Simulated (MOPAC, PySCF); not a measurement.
C4H12Si, SMILES `C[Si](C)(C)C`, neutral singlet in the gas phase. 

Z-matrix (Å, degrees):
```
Si
C 1 1.8894
H 2 1.1027 1 111.15
H 2 1.1027 3 107.74 1 122.00
H 2 1.1027 3 107.74 4 115.99
C 1 1.8894 2 109.47 3 -60.00
H 6 1.1027 1 111.15 2 180.00
H 6 1.1027 7 107.74 1 -122.00
H 6 1.1027 7 107.74 8 -115.99
C 1 1.8894 2 109.47 3 60.00
H 10 1.1027 1 111.15 2 60.00
H 10 1.1027 11 107.74 1 122.00
H 10 1.1027 11 107.74 12 115.99
C 1 1.8894 2 109.47 3 -180.00
H 14 1.1027 1 111.15 2 180.00
H 14 1.1027 15 107.74 1 -122.00
H 14 1.1027 15 107.74 16 -115.99
```
Charge 0, spin multiplicity 1.

All levels are single points at this geometry (B3LYP-D3(BJ)/def2-SVP); Pople sets use spherical d functions. Orbital energies aren't observables, and empty levels follow the basis.

HF/6-31G* in PySCF gives gap (eV) = 16.91.

Q: Estimate the gap (eV) from each of these levels: B3LYP-D3(BJ)/def2-TZVP in PySCF; B3LYP/6-31G* in PySCF; B3LYP/LANL2DZ in PySCF; PM6 in MOPAC; PM7 in MOPAC.

A: 
```csv
level,gap (eV)
B3LYP-D3(BJ)/def2-TZVP in PySCF,8.62
B3LYP/6-31G* in PySCF,9.86
B3LYP/LANL2DZ in PySCF,10.88
PM6 in MOPAC,11.77
PM7 in MOPAC,12.88
```
